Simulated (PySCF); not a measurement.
CH5ClO3Si. Atoms are numbered in the order given.

```xyz
11

C      2.3643    -0.4206     0.1369
O      1.1180    -0.9290    -0.2968
Si    -0.3518    -0.3125     0.0689
O     -0.6223    -0.4647     1.6803
O     -1.5263    -1.1039    -0.7605
Cl    -0.3633     1.7017    -0.4602
H      2.4803    -0.5282     1.2290
H      3.1635    -0.9912    -0.3590
H      2.4763     0.6459    -0.1253
H     -1.4541    -0.1266     2.0316
H     -1.5050    -1.0491    -1.7231
```
Charge 0, spin multiplicity 1.

Geometry optimised at B3LYP-D3(BJ)/def2-SVP. The values are those of a single conformer.

Method: PBE/pcSseg-1 in PySCF.

GIAO shieldings, no solvent; atoms listed in one row are averaged. δ = σ(ref) − σ: ¹³C against TMS (σ = 182.0 ppm); ¹⁷O against H2O (σ = 334.3 ppm); ²⁹Si against TMS (σ = 335.4 ppm); ³⁵Cl against HCl (σ = 936.5 ppm); ¹H against TMS (σ = 31.49 ppm), references at their B3LYP-D3(BJ)/def2-TZVP geometries, non-relativistic (without spin–orbit terms, shifts of atoms bonded to Cl or Br come out too high).

Computed chemical shifts:
```csv
nucleus,atoms,count,δ (ppm)
¹³C,C1,1,57.3
¹⁷O,O5,1,78.9
¹⁷O,O4,1,70.2
¹⁷O,O2,1,58.4
²⁹Si,Si3,1,-55.9
³⁵Cl,Cl6,1,50.2
¹H,"H7, H8, H9",3,4.09
¹H,"H10, H11",2,2.38
```
